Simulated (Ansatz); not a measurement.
CeO2 (SMILES [O]=[Ce]=[O]) moved off its minimum; all values from Ansatz (a program for electronic structure), cores frozen in correlated methods. Elements past Kr take the def2 small-core potentials, without spin–orbit coupling.
(charge 0, multiplicity 1)
```xyz
3

Ce     0.06828    -0.01722     0.17015
O      1.00260     0.38523    -1.47166
O     -1.58115     0.14528     0.73629
```

Problem. Give the forces (eV/Å), the total energy and the dipole at CCSD(T)/def2-TZVPP.

Solution. 
```json
[
 {"atom": "Ce1", "Fx": "4.458", "Fy": "-0.061", "Fz": "-2.541"},
 {"atom": "O2", "Fx": "-1.202", "Fy": "-0.353", "Fz": "1.673"},
 {"atom": "O3", "Fx": "-3.255", "Fy": "0.414", "Fz": "0.868"}
]
```
Energy -624.0313 hartree, dipole 5.12 D.
